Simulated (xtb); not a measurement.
Cl₂Mg, charge +1, doublet, at a GFN2-xTB geometry of the parent state (such geometries of metal compounds can be far from the true shape) (a state made from the parent by changing its charge; the spin is typed, not shown lowest); xtb with GFN0-xTB.

xtb was given this input:
```
$ xtb mol.xyz --gfn 0 --chrg 1 --uhf 1 --json

# file mol.xyz
3

Mg     0.19399681     0.27820801     0.27282162
Cl     1.38743119     0.24793396    -1.48450411
Cl    -1.52437011    -0.44431609     1.29192414
```

It wrote (shortened):

```
   ID    Z sym.   atoms
    1   12 Mg     1
    2   17 Cl     2, 3

           -------------------------------------------------
          |                Calculation Setup                |
           -------------------------------------------------

           -------------------------------------------------
          |                 G F N 0 - x T B                 |
           -------------------------------------------------

          ...................................................
          :                      SETUP                      :
          :.................................................:
          :  # basis functions                  30          :
          :  # atomic orbitals                  27          :
          :  # shells                            9          :
          :  # electrons                        15          :
          :  electronic temp.          300.0000000     K    :
          :  accuracy                    1.0000000          :
          :  -> integral cutoff          0.2500000E+02      :
          :  -> integral neglect         0.1000000E-07      :
          ...................................................

         :::::::::::::::::::::::::::::::::::::::::::::::::::::
         ::                     SUMMARY                     ::
         :::::::::::::::::::::::::::::::::::::::::::::::::::::
         :: total energy              -7.496956621970 Eh    ::
         :: gradient norm              0.021245158792 Eh/a0 ::
         :: HOMO-LUMO gap              6.153385974589 eV    ::
         ::.................................................::
         :: H0 energy                 -8.929356642177 Eh    ::
         :: repulsion energy           0.008679433901 Eh    ::
         :: electrostat energy         1.424179215126 Eh    ::
         :: -> Gsolv                   0.000000000000 Eh    ::
         ::    -> Gsasa                0.000000000000 Eh    ::
         ::    -> Gshift               0.000000000000 Eh    ::
         :: dispersion energy         -0.000458628820 Eh    ::
         :: short-range corr.          0.000000000000 Eh    ::
         :: add. restraining           0.000000000000 Eh    ::
         :: total charge               1.000000000000 e     ::
         :::::::::::::::::::::::::::::::::::::::::::::::::::::

           -------------------------------------------------
          |                Property Printout                |
           -------------------------------------------------

    * Orbital Energies and Occupations

         #    Occupation            Energy/Eh            Energy/eV
      -------------------------------------------------------------
         1        2.0000           -0.9693429             -26.3772
         2        2.0000           -0.9672820             -26.3211
         3        1.9998           -0.4647600             -12.6468
         4        1.9581           -0.4594488             -12.5022
         5        1.9517           -0.4593075             -12.4984
         6        1.8281           -0.4579694             -12.4620
         7        1.8257           -0.4579538             -12.4616
         8        1.4366           -0.4562337             -12.4148 (HOMO)
         9                         -0.2301009              -6.2614 (LUMO)
        10                         -0.1017373              -2.7684
        11                         -0.0919840              -2.5030
        12                         -0.0716592              -1.9499
        13                         -0.0715191              -1.9461
        14                         -0.0697056              -1.8968
        15                         -0.0687686              -1.8713
        16                         -0.0657339              -1.7887
        17                         -0.0657308              -1.7886
        18                         -0.0654467              -1.7809
        19                         -0.0645296              -1.7559
       ...                                ...                  ...
        27                          0.9611774              26.1550
      -------------------------------------------------------------
                  HL-Gap            0.2261328 Eh            6.1534 eV
             Fermi-level            0.0000000 Eh            0.0000 eV

     #   Z          covCN         q      C6AA      α(0)
     1  12 Mg       1.465     0.491   101.082    25.428
     2  17 Cl       0.732     0.254    89.933    14.494
     3  17 Cl       0.732     0.254    89.933    14.494

 Mol. C6AA /au·bohr⁶  :        788.884674
 Mol. C8AA /au·bohr⁸  :      44110.828675
 Mol. α(0) /au        :         54.416590

Wiberg/Mayer (AO) data.
largest (>0.10) Wiberg bond orders for each atom

 ---------------------------------------------------------------------------
     #   Z sym  total        # sym  WBO       # sym  WBO       # sym  WBO
 ---------------------------------------------------------------------------
     1  12 Mg   0.567 --     2 Cl   0.284     3 Cl   0.284
     2  17 Cl   0.421 --     1 Mg   0.284     3 Cl   0.137
     3  17 Cl   0.421 --     1 Mg   0.284     2 Cl   0.137
 ---------------------------------------------------------------------------

 dipole moment from electron density (au)
     X       Y       Z
   0.7553   1.0831   1.0621  total (Debye):    4.307

           -------------------------------------------------
          | TOTAL ENERGY               -7.496956621970 Eh   |
          | GRADIENT NORM               0.021245158792 Eh/α |
          | HOMO-LUMO GAP               6.153385974589 eV   |
           -------------------------------------------------

normal termination of xtb
```
